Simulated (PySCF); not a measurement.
CAM-B3LYP single point of triplet AuSCl at its PBE0 minimum.

An equivalent PySCF input for this run (the driver started from the density of an earlier step):

```python
from pyscf import gto, scf, dft
mol = gto.M(atom='''
Au    -0.034168     0.000000    -0.000491
S     -2.214076     0.000000    -0.031804
Cl     2.217714    -0.000000     0.031856''',
    basis={'Au': 'def2-SVP', 'S': 'def2-SVP', 'Cl': 'def2-SVP'},
    ecp={'Au': 'def2-SVP'},
    charge=0, spin=2)
mf = dft.UKS(mol, xc='CAMB3LYP')
mf.grids.atom_grid = (75, 302)
aux = {'Au': 'def2-universal-JKFIT', 'S': 'def2-universal-JKFIT', 'Cl': 'def2-universal-JKFIT'}
mf = mf.density_fit(auxbasis=aux)
mf.conv_tol = 1e-08
mf.diis_space = 10
mf.max_cycle = 60
mf.verbose = 4
mf.kernel()
```

Excerpt of the output:

```
init E= -993.830523732534
cycle= 1 E= -993.831766056902  delta_E= -0.00124  |g|= 0.0208  |ddm|= 0.108
cycle= 2 E= -993.831797620548  delta_E= -3.16e-05  |g|= 0.0225  |ddm|= 0.059
cycle= 3 E= -993.832109368865  delta_E= -0.000312  |g|= 0.00348  |ddm|= 0.0322
cycle= 4 E= -993.832128325718  delta_E= -1.9e-05  |g|= 0.00186  |ddm|= 0.0102
cycle= 5 E= -993.832133430096  delta_E= -5.1e-06  |g|= 0.00133  |ddm|= 0.0059
cycle= 6 E= -993.832134807786  delta_E= -1.38e-06  |g|= 0.000317  |ddm|= 0.00249
cycle= 7 E= -993.832135037429  delta_E= -2.3e-07  |g|= 0.000113  |ddm|= 0.00151
cycle= 8 E= -993.832135048888  delta_E= -1.15e-08  |g|= 2.54e-05  |ddm|= 0.000287
cycle= 9 E= -993.832135049821  delta_E= -9.33e-10  |g|= 5.6e-06  |ddm|= 7.01e-05
Extra cycle  E= -993.832135049863  delta_E= -4.14e-11  |g|= 4.72e-06  |ddm|= 1.85e-05
converged SCF energy = -993.832135049863  <S^2> = 2.0098899  2S+1 = 3.006586
```

Open d and f shells are described by one determinant, and the ground state may have another occupation or spin. With an element this heavy the missing spin–orbit coupling can shift these numbers.

This run, together with those of the ionised and electron-attached species (not shown), took 3.9 s on 2 threads of a shared Arm Neoverse V2 host, with 68 basis functions; the process peaked at 0.69 GiB.
